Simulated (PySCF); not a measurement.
Species: [GaBr4]- (charge -1).
Geometry (PBE0-D3(BJ)/def2-SVP, Å), atoms numbered from 1 in this order:
```xyz
5
GaBr4 angstrom
Ga     0.0130   -0.0189    0.0022
Br    -0.1364   -0.0889    2.3548
Br     2.2753   -0.0174   -0.6569
Br    -1.0309    1.9206   -0.8372
Br    -1.0463   -1.9060   -0.9251
```

The calculation used PySCF 2.14.0, PBE0-D3(BJ)/def2-SVP geometry optimisation, gas phase.

Q: Which atoms are bound to Ga1, and at what distances?

A: 4 atoms: Br5 2.354 Å, Br3 2.356 Å, Br4 2.357 Å, Br2 2.358 Å.

Q: List the angles at Ga1.

A: 
```json
{"angle": "Br2–Ga1–Br4", "degrees": "110.6", "distance of the outer atoms (Å)": "3.88"}
{"angle": "Br2–Ga1–Br5", "degrees": "109.9", "distance of the outer atoms (Å)": "3.86"}
{"angle": "Br2–Ga1–Br3", "degrees": "109.9", "distance of the outer atoms (Å)": "3.86"}
{"angle": "Br3–Ga1–Br4", "degrees": "109.0", "distance of the outer atoms (Å)": "3.84"}
{"angle": "Br3–Ga1–Br5", "degrees": "108.8", "distance of the outer atoms (Å)": "3.83"}
{"angle": "Br4–Ga1–Br5", "degrees": "108.7", "distance of the outer atoms (Å)": "3.83"}
```

Q: What is the shape at Ga1?

A: Tetrahedral: angles from 108.7° to 110.6°; τ4 = (360° − α − β)/141° = 0.99 with α and β the two widest (0 for a square, 1 for a tetrahedron). Differences among atoms that Td makes equivalent are scatter left by the optimiser.

Point group: Td (tolerance 0.08 Å). Charge -1, singlet. The geometry's basis has no diffuse functions, a weakness for an anion. No PBE0-D3(BJ)/def2-SVP frequencies stand behind this structure, so it isn't proved a minimum.
